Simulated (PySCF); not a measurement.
2-methylnaphthalene, C11H10.
Numbering: `[CH3:1][c:2]1[cH:3][cH:4][c:5]2[cH:6][cH:7][cH:8][cH:9][c:10]2[cH:11]1`

Cartesian coordinates in Å at the GFN2-xTB level; atoms count from 1:
```
atom  x, y, z in Å
C1    -3.2457   -0.6590   -0.5585
C2    -1.8599   -0.1795   -0.2522
C3    -1.6743    1.1447    0.1965
C4    -0.4294    1.6242    0.4828
C5     0.7113    0.8068    0.3358
C6     2.0132    1.2711    0.6131
C7     3.0943    0.4482    0.4624
C8     2.9211   -0.8753    0.0286
C9     1.6715   -1.3529   -0.2515
C10    0.5359   -0.5287   -0.1099
C11   -0.7658   -0.9905   -0.3957
H12   -3.2390   -1.6992   -0.8740
H13   -3.6857   -0.0566   -1.3528
H14   -3.8825   -0.5642    0.3206
H15   -2.5414    1.7803    0.3097
H16   -0.2983    2.6408    0.8264
H17    2.1403    2.2916    0.9473
H18    4.0899    0.8106    0.6740
H19    3.7861   -1.5135   -0.0808
H20    1.5356   -2.3717   -0.5867
H21   -0.8861   -2.0103   -0.7355
```

NICS is the negative of the GIAO shielding at a point without a nucleus: at the ring centre (0) and 1 Å above and below it (1); zz is the component along the ring normal. Level: GIAO PBE0/pcSseg-1 (PySCF, non-relativistic, gas phase) on the GFN2-xTB geometry, one conformer.

Ring bond lengths (Å), with Mayer bond orders in brackets: C2–C3 1.410 (1.28), C3–C4 1.364 (1.57), C4–C5 1.411 (1.26), C5–C10 1.419 (1.27), C10–C11 1.410 (1.26), C11–C2 1.369 (1.51); C5–C6 1.410 (1.28), C6–C7 1.367 (1.55), C7–C8 1.404 (1.31), C8–C9 1.367 (1.55), C9–C10 1.410 (1.28), C10–C5 1.419 (1.27).

Problem. Give the NICS values of each ring in ppm.

Solution. 
```csv
ring,type,NICS(0),"NICS(1), two faces","NICS(1)zz, two faces",rms pucker (Å),"centre to ring atoms, mean (Å)"
C2–C3–C4–C5–C10–C11,6-membered carbocycle; formal bonds all aromatic,-8.7,-11.6 / -11.6,-28.4 / -28.4,0.00,1.40
C5–C6–C7–C8–C9–C10,6-membered carbocycle; formal bonds all aromatic,-8.8,-11.8 / -11.8,-29.3 / -29.3,0.00,1.40
```

Problem. What do they say, and how far can they be read as aromaticity?

Solution. 
- C2–C3–C4–C5–C10–C11: mean NICS(1)zz -28.4 ppm, shielded. For a flat ring without four-coordinate atoms the NICS criterion counts such a value as aromatic, though in fused rings the probe also feels the neighbouring ring.
- C5–C6–C7–C8–C9–C10: mean NICS(1)zz -29.3 ppm, shielded. The ring is flat and has no four-coordinate atom; by the NICS criterion it is aromatic, though in fused rings the probe also feels the neighbouring ring.

Problem. What does the geometric index give? HOMA = 1 − mean of α(R − Ropt)² over the ring bonds, with Krygowski's 1993 parameters (CC: Ropt 1.388 Å, α 257.7 Å⁻²).

Solution. 
- C2–C3–C4–C5–C10–C11: HOMA 0.85 = 1 − EN − GEO, with mean bond length 1.397 Å, EN = α(Ropt − mean)² = 0.023 and GEO = α × variance = 0.123. The geometric and the magnetic index point the same way.
- C5–C6–C7–C8–C9–C10: HOMA 0.87 = 1 − EN − GEO, with mean bond length 1.396 Å, EN = α(Ropt − mean)² = 0.017 and GEO = α × variance = 0.115. The geometric and the magnetic index point the same way.

Problem. What is the mean of the two in-plane components of NICS at the first NICS(1) probe listed for ring C2–C3–C4–C5–C10–C11, 1 Å off the ring?

Solution. The isotropic value is a third of the trace: (3 × -11.6 − (-28.4))/2 = -3.2 ppm.

Problem. How shielded are the nuclei of the rings and their hydrogens (means over atoms taken as equivalent)?

Solution. 
| atoms | environment | σ isotropic (ppm) | principal values of the symmetric part, first atom (ppm) |
| --- | --- | --- | --- |
| C2 | substituted aromatic carbon | 45.8 | -56.6, 17.9, 176.1 |
| C3 | aromatic CH carbon | 54.0 | -50.2, 46.6, 165.6 |
| C4 | aromatic CH carbon | 52.9 | -48.0, 45.8, 160.8 |
| C5 | ring-fusion aromatic carbon | 51.4 | -22.6, -18.0, 194.8 |
| C6 | aromatic CH carbon | 53.2 | -48.5, 44.9, 163.3 |
| C7 | aromatic CH carbon | 56.4 | -52.3, 44.5, 176.8 |
| C8 | aromatic CH carbon | 55.3 | -54.1, 43.2, 176.9 |
| C9 | aromatic CH carbon | 53.8 | -47.1, 45.9, 162.5 |
| C10 | ring-fusion aromatic carbon | 49.3 | -23.5, -21.2, 192.5 |
| C11 | aromatic CH carbon | 54.3 | -40.0, 57.1, 145.8 |
| H15 | aromatic hydrogen | 23.99 | 19.4, 24.0, 28.6 |
| H16 | aromatic hydrogen | 23.62 | 18.7, 24.2, 28.0 |
| H17 | aromatic hydrogen | 23.62 | 18.8, 24.0, 28.0 |
| H18 | aromatic hydrogen | 23.94 | 19.7, 25.0, 27.1 |

The list is cut; further classes of hydrogen are left out.
